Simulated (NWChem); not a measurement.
# C4H2N2; SMILES C#C/C=N/C#N

Results from NWChem. Pople sets run with spherical d functions. Geometry: optimised at PBE0/def2-SVP.

Q: Taking PBE/6-311G** as the yardstick, which of these has the fewest basis functions while keeping “dipole (D)” within 0.2 D of it: PBE/STO-3G; PBE/3-21G; PBE/6-31G*?

A: PBE/6-31G*.
| level | basis functions | dipole (D) |
|---|---|---|
| PBE/STO-3G | 32 | 4.07 |
| PBE/3-21G | 58 | 4.79 |
| PBE/6-31G* | 88 | 5.17 |
| PBE/6-311G** | 120 | 5.16 |

The yardstick is one finite set, not the basis-set limit.
